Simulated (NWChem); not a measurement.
Species: C$_{2}$H$_{6}$BFO; SMILES CB(CF)O

```xyz
11

C     -0.5462     1.9820     0.0090
B      0.0640     0.5319    -0.0143
O      1.4132     0.3505    -0.0069
C     -0.8251    -0.7935    -0.0200
F      0.0145    -1.9266     0.0157
H      0.1968     2.7557    -0.2669
H     -1.4353     2.0842    -0.6472
H     -0.8988     2.2128     1.0391
H      1.5909    -0.6158     0.0044
H     -1.4646    -0.8552    -0.9314
H     -1.5176    -0.8363     0.8527
```
Atoms are numbered in this order, from 1.

Program: NWChem. All runs use the structure optimised with PBE-D3(BJ)/def2-SVP. B3LYP is NWChem's, with the RPA form of VWN correlation.

For level B3LYP/def2-SVP:

- highest occupied level (eV): -8.21
- orbital gap (eV): 8.47

Problem. What are these values for level LDA (Slater exchange, VWN5)/def2-SVP?

Solution. The highest occupied level (eV) is -6.94 and the orbital gap (eV) is 6.21.
